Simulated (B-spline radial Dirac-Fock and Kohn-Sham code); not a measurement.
## The L3 (2p3/2) hole of arsenic ions: width and yield against charge

The computed values come from a B-spline atomic structure program: independent-particle radiative and Coulomb Auger rates from relativistic LDA hole-state orbitals, with Dirac-Fock energies. Tabulated ground configurations, configuration averages; single configurations, so decays that open only by mixing (as 1s 2s² with 1s 2p² in Be-like ions) are missing and such tiny yields are far too low.

```csv
ion,configuration,radiative (eV),non-radiative (eV),yield
As,[Ar] 3d10 4s2 4p3,0.0146,0.931,0.0155
As⁺,[Ar] 3d10 4s2 4p2,0.0147,0.929,0.0155
As²⁺,[Ar] 3d10 4s2 4p1,0.0147,0.927,0.0156
As³⁺,[Ar] 3d10 4s2,0.0148,0.923,0.0158
As⁴⁺,[Ar] 3d10 4s1,0.0149,0.928,0.0158
As⁵⁺,[Ar] 3d10,0.0150,0.935,0.0157
As⁶⁺,[Ar] 3d9,0.0143,0.898,0.0157
As⁷⁺,[Ar] 3d8,0.0136,0.854,0.0157
```
